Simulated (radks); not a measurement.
Task: These are the eigenvalues of the occupied orbitals of an atom or ion with whole-number occupations (eV). Method: Dirac Kohn-Sham, PBE, spin-unpolarised, spherical densities, point nucleus; computed with a radial shooting solver on a logarithmic mesh with Libxc functionals.

| orbital | eigenvalue |
|---|---|
| 1s1/2 | -8476.848 |
| 2s1/2 | -1254.609 |
| 2p1/2 | -1129.202 |
| 2p3/2 | -1111.709 |
| 3s1/2 | -346.3512 |
| 3p1/2 | -306.7108 |
| 3p3/2 | -303.7147 |

Which element is it, and in what charge state? The configuration may be excited. Open shells, if any, fill j = l - 1/2 first.

Result: Z = 28, nickel, charge +10: Ni10+ in [Ar]. The list shows which subshells hold electrons but not how many an open one holds; the 1s level, -311.52 hartree, gives Z - s = 25.0 by -(Z - s)^2/2, which with screening and relativity narrows Z to a few neighbours, and the depths of the outer levels then fix element, charge and occupations together.
